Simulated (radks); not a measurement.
Question: Charge is removed step by step from the 4d (averaged over the sub-levels emptied) level of neutral ruthenium, starting from [Kr] 4d7 5s1. Method: Dirac Kohn-Sham, LDA (Slater exchange, Perdew-Wang correlation), spin-unpolarised, spherical densities, point nucleus; open shells are shared between the two j in proportion to 2j + 1; computed with a radial shooting solver on a logarithmic mesh with Libxc functionals. At the starting occupation the eigenvalue is -5.403 eV. Estimate the energy to remove one whole electron from this level, the eigenvalue at the end, and how far E(n) bends from a straight line.

Answer: Delta-SCF 10.322 eV; final eigenvalue -15.616 eV; the deviation from the straight line is -1.279 eV at 0.5 electron removed, the largest on the grid computed. Slater's transition state (half an electron removed) gives 10.229 eV. Integrating minus the eigenvalue over the occupation (Janak's theorem) gives 10.322 eV. The mean slope of the eigenvalue, de/dn, is 10.2 eV per electron.
